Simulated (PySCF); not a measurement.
An excited-state job on `C[NH][GeH2][CH2][GeH3]`.

Method: TDDFT CAM-B3LYP/def2-SVPD, vertical, gas phase, core orbitals frozen in the response (PySCF 2.14.0, density-fitted response routines). Geometry: GFN2-xTB. The input is one job of a driver script: a line of settings, then coordinates in Å.

Command:
```bash
OMP_NUM_THREADS=1 python probes_run.py task.json out
```

Input:
```
{"job": {"kind": "uv", "xc": "CAM-B3LYP", "basis": "def2-SVPD", "nstates": 8, "ntriplets": 3}, "charge": 0, "multiplicity": 1}
C     -1.995967     0.353826     0.968145
N     -1.355695     0.700135    -0.288853
Ge    -0.273521    -0.462707    -1.173503
C      1.161279    -1.034203     0.047782
Ge     2.053633     0.476921     0.924644
H     -2.341898     1.260588     1.468234
H     -2.850018    -0.323990     0.853672
H     -1.260898    -0.131200     1.610289
H     -1.999092     1.206977    -0.882779
H      0.219055     0.338441    -2.345694
H     -0.976271    -1.704514    -1.724986
H      1.898474    -1.602910    -0.519307
H      0.756446    -1.710680     0.801021
H      3.167302    -0.028403     1.798351
H      2.657780     1.407134    -0.074244
H      1.131791     1.263529     1.793301
```

Output:
```
coarse grid: 57504 points
cycle   1  E = -4291.0639607909  dE = -9.796e-01  |g| = 6.515e-01  |ddm| = 4.839e+00
cycle   2  E = -4291.0563401293  dE =  7.621e-03  |g| = 7.013e-01  |ddm| = 1.590e+00
cycle   3  E = -4291.1253217042  dE = -6.898e-02  |g| = 5.339e-02  |ddm| = 7.800e-01
cycle   4  E = -4291.1257952285  dE = -4.735e-04  |g| = 3.262e-02  |ddm| = 1.150e-01
cycle   5  E = -4291.1259913984  dE = -1.962e-04  |g| = 3.234e-03  |ddm| = 3.618e-02
cycle   6  E = -4291.1259941454  dE = -2.747e-06  |g| = 1.327e-03  |ddm| = 1.558e-02
final grid: 118576 points
cycle   7  E = -4291.1259502307  dE =  3.587e-09  |g| = 1.459e-03  |ddm| = 5.246e-03
cycle   8  E = -4291.1259500723  dE =  1.584e-07  |g| = 1.657e-03  |ddm| = 3.632e-03
cycle   9  E = -4291.1259507891  dE = -7.168e-07  |g| = 7.728e-05  |ddm| = 1.775e-03
cycle  10  E = -4291.1259507902  dE = -1.167e-09  |g| = 1.842e-05  |ddm| = 1.491e-04
cycle  11  E = -4291.1259507904  dE = -1.592e-10  |g| = 8.543e-06  |ddm| = 1.052e-04
converged SCF energy = -4291.1259507904

Static polarisability (au): isotropic 93.274, principal 83.286 92.383 104.154

Singlet excitations
state   eV       nm        f      main configurations
  1   5.8193    213.1   0.00267   H->L 0.41, H->L+1 0.38, H->L+3 0.09
  2   6.4784    191.4   0.00949   H->L+1 0.50, H->L 0.33
  3   6.9310    178.9   0.04433   H->L+3 0.62, H->L+2 0.18
  4   7.2253    171.6   0.01650   H->L+4 0.44, H->L+2 0.36
  5   7.3262    169.2   0.01558   H->L+2 0.23, H->L+4 0.21, H->L 0.12
  6   7.5544    164.1   0.08528   H->L+6 0.35, H->L+4 0.15, H->L+8 0.10
  7   7.7656    159.7   0.00336   H->L+8 0.43, H-1->L 0.11, H->L+6 0.10
  8   7.8062    158.8   0.02301   H-1->L 0.44, H-1->L+1 0.20, H->L+7 0.09

Triplet excitations (Tamm-Dancoff, eV): 5.5355 6.3260 6.6071
```

The SCF starts on a coarse grid where the log names one; the energy can jump when the final grid takes over, and dE then counts from the start density on the new grid. H and L stand for HOMO and LUMO; the number after each pair is its weight.

**Question.** Give S1 in cm⁻¹ and kJ/mol.

**Answer.** 5.8193 eV × 8065.54 = 46936 cm⁻¹; × 96.485 = 561.5 kJ/mol.

Summary of the converged run: HOMO -7.99 eV, LUMO 1.01 eV; lowest singlet 5.82 eV; lowest triplet 5.54 eV (Tamm–Dancoff); mean polarisability 93.3 au.

 Relativistic effects, spin–orbit coupling among them, are left out although an element past zinc is present.

Time: 2.0 min of wall time (with the writing of density and orbital grids); peak memory 1.0 GiB. Hardware: an Arm Neoverse N1 with one thread, no GPU, shared host with 64 logical CPUs at a one-minute load of 61.

One conformer stands for the species.
Labels such as C1 count atoms from 1, the log's own numbers from 0.
